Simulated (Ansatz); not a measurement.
(H3Sn)2CH2 (CH₈Sn₂). Total charge 0; singlet. Geometry PBE0-D4/def2-SVP; atoms count from 1.

| atom | x (Å) | y (Å) | z (Å) |
| --- | --- | --- | --- |
| Sn1 | -1.440 | -1.050 | -0.428 |
| H2 | -2.574 | -1.063 | -1.717 |
| H3 | -0.492 | -2.479 | -0.496 |
| H4 | -2.278 | -1.001 | 1.067 |
| C5 | -0.156 | 0.674 | -0.577 |
| Sn6 | 1.531 | 0.657 | 0.763 |
| H7 | 1.007 | 0.226 | 2.340 |
| H8 | 2.265 | 2.208 | 0.818 |
| H9 | 2.676 | -0.497 | 0.217 |
| H10 | -0.758 | 1.574 | -0.377 |
| H11 | 0.220 | 0.749 | -1.610 |

In the def2 sets Sn takes a core potential; there is no spin–orbit coupling.

Question: Estimate the Mulliken populations from the PBE0/def2-TZVP orbitals of Ansatz.

Answer: 
```
atom  charge (e)
 Sn1        0.38
  H2       -0.06
  H3       -0.06
  H4       -0.06
  C5       -0.73
 Sn6        0.38
  H7       -0.06
  H8       -0.06
  H9       -0.06
 H10        0.16
 H11        0.16
```
Mulliken values depend strongly on the basis.

Question: And the Mayer bond orders between heavy atoms (over 0.3)?

Answer: Sn1–C5 0.90 (2.15 Å); C5–Sn6 0.90 (2.15 Å).
